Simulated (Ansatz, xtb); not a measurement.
**Ranking isomers of AlH6N3**

3 gas-phase structures of AlH6N3, from a drawn sample of its isomers (lower ones may exist). Each was relaxed with GFN2-xTB; where two conformers were screened, the lower at r2SCAN-D4/def2-SVP is listed:

A. `[NH2][Al]([NH2])[NH2]`, a singlet
B. `N[NH][AlH][NH2]`, a singlet
C. a singlet given by its coordinates

C (Å):

```xyz
10

Al    0.6375    0.0873   -0.2426
N    -0.6840   -1.4013   -0.8034
N     0.7540   -1.5105   -1.0530
N     0.5080    1.6442   -1.0977
H    -1.0187   -2.1510   -0.1977
H    -1.2177   -1.4421   -1.6735
H     1.0140   -2.3914   -1.4811
H     0.7316    0.0511    1.2750
H     0.4783    2.5395   -0.6292
H     0.4464    1.8088   -2.0945
```

Close contacts (Å): Al1–N2 2.07, Al1–N3 1.80, Al1–N4 1.78, N2–N3 1.46, Al1–H8 1.52, N2–H5 1.02, N2–H6 1.02, N3–H7 1.01, N4–H9 1.01, N4–H10 1.01.

Which do you expect lowest at r2SCAN-D4/def2-SVP, and how would the others follow?

Calculated order at r2SCAN-D4/def2-SVP: A (0.0), C (58.4), B (60.5) kcal/mol.

Energies above the lowest of each column, in kcal/mol; the last columns are at PBE0-D4/def2-SVP geometries:

| structure | GFN2-xTB | HF/STO-3G | r2SCAN-D4/def2-SVP | PBE0-D4/def2-SVP | CCSD(T)/def2-SVP + ΔMP2/def2-TZVPP |
| --- | --- | --- | --- | --- | --- |
| A | 0.0 | 0.0 | 0.0 | 0.0 | 0.0 |
| C | 32.3 | 47.5 | 58.4 | 54.1 | 62.5 |
| B | 35.3 | 47.4 | 60.5 | 56.1 | 63.8 |

Every level run on A puts it lowest or level with the lowest. Flexible structures stand in one conformer each, not always the lowest. The ΔMP2 step shifts differences by up to 7.2 kcal/mol, which makes them less sure. ΔMP2 is the change of the MP2 energy from the smaller to the larger basis.

Programs: Ansatz 0.2.0, xtb 6.7.1.
